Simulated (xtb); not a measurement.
C3H8Si, charge +1, doublet, at a GFN2-xTB geometry (a state made from the parent by changing its charge; the spin is typed, not shown lowest); GFN2-xTB (xtb).

Input for xtb:
```
$ xtb mol.xyz --gfn 2 --chrg 1 --uhf 1 --json

# file mol.xyz
12

C      1.05833802     0.47727651     0.97110393
C      0.96501957    -0.69868733     0.01191923
Si    -0.84211903    -0.37976868    -0.77270691
C     -0.31879072     0.99011582     0.58104385
H      1.86318259     1.16764572     0.73806192
H      1.13584709     0.18482051     2.01377110
H      1.68976193    -0.65965217    -0.79669617
H      0.94572194    -1.66504962     0.50831183
H     -1.87958013    -1.31092150    -0.34989867
H     -0.85038746     0.07979365    -2.15504985
H     -0.29912040     1.95664619     0.08499323
H     -1.04316039     0.95124873     1.39000123
```

**Question.** Predict the main parts of the log of this xtb run.

**Answer.** 
```
   ID    Z sym.   atoms
    1    6 C      1, 2, 4
    2   14 Si     3
    3    1 H      5-12

           -------------------------------------------------
          |                Calculation Setup                |
           -------------------------------------------------

           -------------------------------------------------
          |                 G F N 2 - x T B                 |
           -------------------------------------------------

          ...................................................
          :                      SETUP                      :
          :.................................................:
          :  # basis functions                  30          :
          :  # atomic orbitals                  29          :
          :  # shells                           17          :
          :  # electrons                        23          :
          :  max. iterations                   250          :
          :  Hamiltonian                  GFN2-xTB          :
          :  restarted?                      false          :
          :  GBSA solvation                  false          :
          :  PC potential                    false          :
          :  electronic temp.          300.0000000     K    :
          :  accuracy                    1.0000000          :
          :  -> integral cutoff          0.2500000E+02      :
          :  -> integral neglect         0.1000000E-07      :
          :  -> SCF convergence          0.1000000E-05 Eh   :
          :  -> wf. convergence          0.1000000E-03 e    :
          :  Broyden damping             0.4000000          :
          :  net charge                          1          :
          :  unpaired electrons                  1          :
          ...................................................

 iter      E             dE          RMSdq      gap      omega  full diag
   1    -11.7890593 -0.117891E+02  0.601E+00    4.78       0.0  T
   2    -11.8762589 -0.871997E-01  0.282E+00    3.48       1.0  T
   3    -11.8767890 -0.530028E-03  0.226E+00    4.11       1.0  T
   4    -11.8833351 -0.654612E-02  0.604E-01    3.75       1.0  T
   5    -11.8835435 -0.208473E-03  0.493E-01    3.91       1.0  T
   6    -11.8843395 -0.795906E-03  0.861E-02    3.81       1.0  T
   7    -11.8843492 -0.979352E-05  0.350E-02    3.82       1.0  T
   8    -11.8843477  0.157047E-05  0.246E-02    3.82       1.2  T
   9    -11.8843493 -0.160540E-05  0.138E-02    3.81       2.1  T
  10    -11.8843503 -0.990306E-06  0.381E-03    3.81       7.6  T
  11    -11.8843503 -0.768898E-07  0.556E-04    3.81      51.9  T
  12    -11.8843503 -0.133492E-08  0.857E-05    3.81     337.0  T

   *** convergence criteria satisfied after 12 iterations ***

         :::::::::::::::::::::::::::::::::::::::::::::::::::::
         ::                     SUMMARY                     ::
         :::::::::::::::::::::::::::::::::::::::::::::::::::::
         :: total energy             -11.720266603744 Eh    ::
         :: gradient norm              0.000017925651 Eh/a0 ::
         :: HOMO-LUMO gap              3.812535770047 eV    ::
         ::.................................................::
         :: SCC energy               -11.884344613599 Eh    ::
         :: -> isotropic ES            0.109361901228 Eh    ::
         :: -> anisotropic ES         -0.010238342965 Eh    ::
         :: -> anisotropic XC          0.007237332868 Eh    ::
         :: -> dispersion             -0.005091416600 Eh    ::
         :: repulsion energy           0.164078009855 Eh    ::
         :: add. restraining           0.000000000000 Eh    ::
         :: total charge               1.000000000053 e     ::
         :::::::::::::::::::::::::::::::::::::::::::::::::::::

           -------------------------------------------------
          |                Property Printout                |
           -------------------------------------------------

    * Orbital Energies and Occupations

         #    Occupation            Energy/Eh            Energy/eV
      -------------------------------------------------------------
         1        2.0000           -0.9613154             -26.1587
         2        2.0000           -0.8108571             -22.0645
         3        2.0000           -0.7835986             -21.3228
         4        2.0000           -0.7377730             -20.0758
         5        2.0000           -0.7139077             -19.4264
         6        2.0000           -0.6973685             -18.9764
         7        2.0000           -0.6729570             -18.3121
         8        2.0000           -0.6592788             -17.9399
         9        2.0000           -0.6410478             -17.4438
        10        2.0000           -0.6158695             -16.7587
        11        2.0000           -0.6154741             -16.7479
        12        1.0000           -0.5713207             -15.5464 (HOMO)
        13                         -0.4312126             -11.7339 (LUMO)
        14                         -0.3971913             -10.8081
        15                         -0.3714135             -10.1067
        16                         -0.3180144              -8.6536
        17                         -0.3045168              -8.2863
        18                         -0.1070578              -2.9132
        19                         -0.0981106              -2.6697
        20                         -0.0542314              -1.4757
        21                         -0.0273643              -0.7446
        22                         -0.0036590              -0.0996
        23                          0.0124616               0.3391
       ...                                ...                  ...
        29                          0.4737061              12.8902
      -------------------------------------------------------------
                  HL-Gap            0.1401081 Eh            3.8125 eV
             Fermi-level           -0.5472142 Eh          -14.8905 eV

     #   Z          covCN         q      C6AA      α(0)
     1   6 C        3.864    -0.065    21.697     6.624
     2   6 C        3.823    -0.108    22.551     6.758
     3  14 Si       3.606     0.566    96.390    18.852
     4   6 C        3.823    -0.108    22.551     6.758
     5   1 H        0.925     0.096     1.826     2.113
     6   1 H        0.925     0.096     1.826     2.113
     7   1 H        0.925     0.116     1.643     2.004
     8   1 H        0.925     0.116     1.643     2.004
     9   1 H        0.920     0.029     2.597     2.520
    10   1 H        0.920     0.029     2.597     2.520
    11   1 H        0.925     0.116     1.643     2.004
    12   1 H        0.925     0.116     1.643     2.004

 Mol. C6AA /au·bohr⁶  :       1207.291967
 Mol. C8AA /au·bohr⁸  :      38279.275743
 Mol. α(0) /au        :         56.275317

Wiberg/Mayer (AO) data.
largest (>0.10) Wiberg bond orders for each atom

 ---------------------------------------------------------------------------
     #   Z sym  total        # sym  WBO       # sym  WBO       # sym  WBO
 ---------------------------------------------------------------------------
     1   6 C    3.973 --     4 C    1.010     2 C    1.010     6 H    0.973
                             5 H    0.973
     2   6 C    3.871 --     1 C    1.010     8 H    0.947     7 H    0.947
                             3 Si   0.709     4 C    0.171
     3  14 Si   3.280 --    10 H    0.886     9 H    0.886     2 C    0.709
                             4 C    0.709
     4   6 C    3.871 --     1 C    1.010    11 H    0.947    12 H    0.947
                             3 Si   0.709     2 C    0.171
     5   1 H    0.991 --     1 C    0.973
     6   1 H    0.991 --     1 C    0.973
     7   1 H    0.986 --     2 C    0.947
     8   1 H    0.986 --     2 C    0.947
     9   1 H    0.999 --     3 Si   0.886
    10   1 H    0.999 --     3 Si   0.886
    11   1 H    0.986 --     4 C    0.947
    12   1 H    0.986 --     4 C    0.947
 ---------------------------------------------------------------------------

Topologies differ in total number of bonds
Writing topology from bond orders to xtbtopo.mol

molecular dipole:
                 x           y           z       tot (Debye)
 q only:       -0.488      -0.220      -0.448
   full:       -0.454      -0.205      -0.416       1.649
molecular quadrupole (traceless):
                xx          xy          yy          xz          yz          zz
 q only:        1.027       0.307      -0.871       2.525       1.805      -0.156
  q+dip:        0.278       0.978      -0.761       1.025       0.123       0.482
   full:        0.759      -0.273      -0.350       1.675       1.538      -0.408

           -------------------------------------------------
          | TOTAL ENERGY              -11.720266603744 Eh   |
          | GRADIENT NORM               0.000017925651 Eh/α |
          | HOMO-LUMO GAP               3.812535770047 eV   |
           -------------------------------------------------

normal termination of xtb
```
